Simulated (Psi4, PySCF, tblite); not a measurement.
Interaction energy of BF3 ··· CH3Br (SMILES FB(F)F and CBr). Monomers: optimised at B3LYP-D3(BJ) (def2-TZVP), held rigid. Orientation: lowest of the rigid-body minima from ten starts at GFN2-xTB. R is the distance of the centres of mass, along which the second monomer moves.

Geometry at R = 2.93 Å (first 4 atoms: monomer A):
```
9

F      1.1873    -0.5539     0.1183
B      0.0000    -0.0001    -0.0003
F     -1.0770    -0.7544    -0.0364
F     -0.1104     1.3083    -0.0816
C      1.5780     1.3988     2.7219
Br    -0.0285     0.2959     2.9071
H      1.3217     2.2516     2.1034
H      2.3427     0.7896     2.2533
H      1.8788     1.7107     3.7158
```

- SAPT0/jun-cc-pVDZ, frozen core (Psi4)
- GFN2-xTB (tblite)
- PBE-D3(BJ)/def2-TZVP, counterpoise-corrected (Psi4)
- RHF/STO-3G = restricted Hartree-Fock/STO-3G, no counterpoise correction in PySCF
- revPBE-D3(BJ)/def2-TZVP, counterpoise-corrected (Psi4)

Interaction energies in kJ/mol (negative: bound); R is the distance of the centres of mass, d the F1···H8 distance.

```json
[
 {"R / Å": "2.35", "d / Å": "2.29", "SAPT0/jun-cc-pVDZ": "68.62", "GFN2-xTB": "25.33", "PBE-D3(BJ)/def2-TZVP": "66.12", "RHF/STO-3G": "79.08", "revPBE-D3(BJ)/def2-TZVP": "78.91"},
 {"R / Å": "2.55", "d / Å": "2.45", "SAPT0/jun-cc-pVDZ": "25.13", "GFN2-xTB": "-3.81", "PBE-D3(BJ)/def2-TZVP": "21.52", "RHF/STO-3G": "22.85", "revPBE-D3(BJ)/def2-TZVP": "30.42"},
 {"R / Å": "2.77", "d / Å": "2.64", "SAPT0/jun-cc-pVDZ": "2.26", "GFN2-xTB": "-14.66", "PBE-D3(BJ)/def2-TZVP": "-1.66", "RHF/STO-3G": "-2.02", "revPBE-D3(BJ)/def2-TZVP": "4.15"},
 {"R / Å": "2.93", "d / Å": "2.77", "SAPT0/jun-cc-pVDZ": "-5.40", "GFN2-xTB": "-15.99", "PBE-D3(BJ)/def2-TZVP": "-9.23", "RHF/STO-3G": "-7.96", "revPBE-D3(BJ)/def2-TZVP": "-5.10"},
 {"R / Å": "3.11", "d / Å": "2.93", "SAPT0/jun-cc-pVDZ": "-9.20", "GFN2-xTB": "-14.86", "PBE-D3(BJ)/def2-TZVP": "-12.69", "RHF/STO-3G": "-9.13", "revPBE-D3(BJ)/def2-TZVP": "-10.00"},
 {"R / Å": "3.35", "d / Å": "3.15", "SAPT0/jun-cc-pVDZ": "-10.25", "GFN2-xTB": "-12.18", "PBE-D3(BJ)/def2-TZVP": "-13.12", "RHF/STO-3G": "-7.41", "revPBE-D3(BJ)/def2-TZVP": "-11.75"},
 {"R / Å": "3.63", "d / Å": "3.40", "SAPT0/jun-cc-pVDZ": "-9.12", "GFN2-xTB": "-9.27", "PBE-D3(BJ)/def2-TZVP": "-11.27", "RHF/STO-3G": "-4.86", "revPBE-D3(BJ)/def2-TZVP": "-10.86"},
 {"R / Å": "3.91", "d / Å": "3.66", "SAPT0/jun-cc-pVDZ": "-7.34", "GFN2-xTB": "-7.12", "PBE-D3(BJ)/def2-TZVP": "-8.90", "RHF/STO-3G": "-3.11", "revPBE-D3(BJ)/def2-TZVP": "-9.01"},
 {"R / Å": "4.39", "d / Å": "4.11", "SAPT0/jun-cc-pVDZ": "-4.65", "GFN2-xTB": "-4.68", "PBE-D3(BJ)/def2-TZVP": "-5.48", "RHF/STO-3G": "-1.63", "revPBE-D3(BJ)/def2-TZVP": "-5.89"},
 {"R / Å": "5.11", "d / Å": "4.79", "SAPT0/jun-cc-pVDZ": "-2.30", "GFN2-xTB": "-2.51", "PBE-D3(BJ)/def2-TZVP": "-2.51", "RHF/STO-3G": "-0.81", "revPBE-D3(BJ)/def2-TZVP": "-2.84"},
 {"R / Å": "6.15", "d / Å": "5.80", "SAPT0/jun-cc-pVDZ": "-0.95", "GFN2-xTB": "-1.05", "PBE-D3(BJ)/def2-TZVP": "-0.89", "RHF/STO-3G": "-0.37", "revPBE-D3(BJ)/def2-TZVP": "-1.00"},
 {"R / Å": "7.40", "d / Å": "7.02", "SAPT0/jun-cc-pVDZ": "-0.39", "GFN2-xTB": "-0.42", "PBE-D3(BJ)/def2-TZVP": "-0.33", "RHF/STO-3G": "-0.16", "revPBE-D3(BJ)/def2-TZVP": "-0.36"}
]
```

Lowest grid point: SAPT0/jun-cc-pVDZ -10.25 kJ/mol at R = 3.35 Å; GFN2-xTB -15.99 kJ/mol at R = 2.93 Å; PBE-D3(BJ)/def2-TZVP -13.12 kJ/mol at R = 3.35 Å; RHF/STO-3G -9.13 kJ/mol at R = 3.11 Å; revPBE-D3(BJ)/def2-TZVP -11.75 kJ/mol at R = 3.35 Å.
